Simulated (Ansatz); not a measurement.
Species: SiBr2, charge 1, multiplicity 2. 
Coordinates optimised at B3LYP-D3(BJ)/def2-TZVP (Ansatz, an electronic-structure program):
```
Si
Br 1 2.1458
Br 1 2.1458 2 122.84
```
Charge +1, spin multiplicity 2.

Basis-set convergence of Hartree-Fock and MP2 correlation energies (hartree) with Ansatz. Cores are frozen in the correlated levels unless marked. Open shells are spin-unrestricted. No spin-orbit coupling. The frozen core is the preceding noble-gas configuration, with the filled d and f shells of earlier blocks. No relativistic terms.

```
basis       functions        E(HF)  E(corr, MP2)
----------  ---------  -----------  ------------
def2-SVP           82  -5432.79087      -0.29747
def2-TZVPP        138          [?]           [?]
```

Problem. Some entries are withheld; supply them.

Solution. 
- def2-TZVPP, E(HF): -5433.53094
- def2-TZVPP, E(corr, MP2): -0.38946
